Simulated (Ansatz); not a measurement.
Coupled-cluster run, C₂H₇Cl₂NSi₂, SMILES `C=C[SiH2]N[SiH](Cl)Cl`.

```yaml
crystal:
  periodic: [false, false, false]
  atoms:
    - {symbol: C, position_ang: [0.211540, 1.942510, 0.797842]}
    - {symbol: C, position_ang: [-0.999706, 1.529289, 0.437157]}
    - {symbol: Si, position_ang: [-1.412031, -0.240388, 0.065647]}
    - {symbol: N, position_ang: [-0.020177, -1.281194, 0.182109]}
    - {symbol: Si, position_ang: [1.312108, -1.475906, -0.849730]}
    - {symbol: Cl, position_ang: [3.061038, -0.929240, 0.076332]}
    - {symbol: Cl, position_ang: [1.015977, -0.285556, -2.477737]}
    - {symbol: H, position_ang: [1.044271, 1.252291, 0.899709]}
    - {symbol: H, position_ang: [0.428437, 2.986754, 1.004048]}
    - {symbol: H, position_ang: [-1.793123, 2.271316, 0.348463]}
    - {symbol: H, position_ang: [-2.388867, -0.760573, 1.060615]}
    - {symbol: H, position_ang: [-2.014095, -0.342227, -1.287278]}
    - {symbol: H, position_ang: [0.032906, -1.804955, 1.046054]}
    - {symbol: H, position_ang: [1.521711, -2.862150, -1.303231]}
basis:
  gaussian: {orbitals: def2-TZVPP}
correlation: {method: ccsd_t}
```

```sh
$ ansatz run in.yaml --threads 2 --pin off --events-out ev --progress --plain --max-ram 32768MiB --backend cuda --devices 0, --max-vram 18GiB
```

Log, shortened:

```
Functional definition: HF
2098 factors; integrals over basis functions are off by at most 1.2e-3 eV
mean field evaluation 1: about -44386.9830 eV, gradient 4.4e1 eV
mean field evaluation 2: about -44387.4101 eV, gradient 4.4e1 eV
mean field evaluation 4: about -44392.2302 eV, gradient 4.6e0 eV
mean field evaluation 8: about -44392.3131 eV, gradient 3.0e-1 eV
mean field -44392.31355999 eV, -1631.3874331386 hartree, gradient 3.5e-6 eV, S^2 0.000000; 0 other end points of the search recorded, 0 dependent functions left out
23 core orbitals not correlated: weight in the atoms' cores, before any rotation towards them, 1.000 or more for the frozen orbitals, at most 0.000 for the correlated occupied ones
reference -44392.31355999 eV, -1631.3874331386 hartree; 21, 21 occupied and 315, 315 virtual orbitals, 2098 factors
second order -31.24518784 eV of doubles, -0.00000000 eV of singles
cycle   1  -32.40170813 eV  change    -1.2e0 eV  update   1.1e-1
cycle   2  -33.18338787 eV  change   -7.8e-1 eV  update   3.4e-2
cycle   3  -33.31940714 eV  change   -1.4e-1 eV  update   1.5e-2
cycle   4  -33.30547115 eV  change    1.4e-2 eV  update   3.9e-3
cycle   5  -33.30601377 eV  change   -5.4e-4 eV  update   1.6e-3
cycle   6  -33.30643335 eV  change   -4.2e-4 eV  update   3.9e-4
cycle   7  -33.30632849 eV  change    1.0e-4 eV  update   1.4e-4
cycle   8  -33.30636235 eV  change   -3.4e-5 eV  update   4.3e-5
perturbative correction -1.44906598 eV, -0.0532521926 hartree
Total energy: -44427.06898831 eV, -1632.6646715716 hartree
```

Hardware: 2 threads of an AMD EPYC 7R13 on a shared host and a share of an NVIDIA H100 80 GB. Wall time 11 s, peak host memory 0.85 GiB.

Correlation energy per correlated electron: -0.828 eV. T1 diagnostic: 0.0105.
